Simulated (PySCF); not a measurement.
C2H7ClO2Si

C2H7ClO2Si is a small molecule, neutral, singlet. The structure, one conformer, was relaxed in the gas phase by PBE0-D3(BJ)/def2-SVP. No frequency run checks that it is a minimum.

SMILES: CC(O)(Cl)O[SiH3]

```
atom   x (Å)   y (Å)   z (Å)
  C1  -0.653  -0.228   0.276
  O2   0.194   0.647  -0.297
 Si3   1.883   0.450  -0.239
  C4  -2.052  -0.068  -0.269
  O5  -0.133  -1.497   0.134
 Cl6  -0.754   0.113   2.127
  H7   2.404   1.800  -0.579
  H8   2.317   0.041   1.123
  H9   2.334  -0.535  -1.260
 H10  -2.745  -0.754   0.235
 H11  -2.024  -0.295  -1.345
 H12  -2.394   0.964  -0.122
 H13  -0.555  -2.084   0.772
```

Shieldings: GIAO PBE0/pcSseg-1. Shifts are against computed references at the same level: C TMS (σ 184.4 ppm), H TMS (σ 31.27 ppm), Si TMS (σ 352.0 ppm). Core levels by delta-SCF with SCAN, pcX-2 on the ionised atom and pcseg-1 elsewhere, spin-free X2C (2p3/2 is the spin-free 2p value less a third of a first-order spin-orbit splitting); from the vacuum level, for chosen atoms.

(1) Give the NMR and core-level values of the distinct atoms.

(2) Which of O2, O5 holds its core electrons tightest, and by how much against the loosest?

(3) By CAM-B3LYP/def2-SVPD (TDDFT singlets, Tamm-Dancoff triplets, ionisation by delta-SCF), where does absorption start, and what does vertical ionisation take?

## Answers

(1) 
```csv
atoms,bonded to,σ (ppm),δ (ppm),core level (eV)
C1,1 C + 1 Cl + 2 O,58.9,125.5,1s 295.47
O2,1 C + 1 Si,208.3,-,1s 538.80
Si3,1 O + 3 H,385.8,-33.8,-
C4,1 C + 3 H,146.7,37.7,1s 291.24
O5,1 C + 1 H,171.5,-,1s 539.70
Cl6,1 C,550.5,-,2p3/2 205.24
H7 H8 H9,1 Si,26.39,4.88,-
H10 H11 H12,1 C,29.29,1.97,-
H13,1 O,28.71,2.56,-
```

Values are those of this one static structure, with the three H of a rotating XH3 group averaged; atoms that internal rotation interchanges would show their mean in an NMR spectrum.

(2) O5 (bonded to 1 C + 1 H), by 0.90 eV over O2 (bonded to 1 C + 1 Si).

(3) The lowest singlet lies at 6.92 eV (f 0.001), the strongest of the first 6 at 8.09 eV (f 0.118), the lowest triplet at 6.29 eV; vertical ionisation takes 10.80 eV.

The 3 runs behind this took 3 min in all, one thread each of Intel Xeon 6975P-C on a shared host, launched as `OMP_NUM_THREADS=1 python cluster_run.py task.json out`.
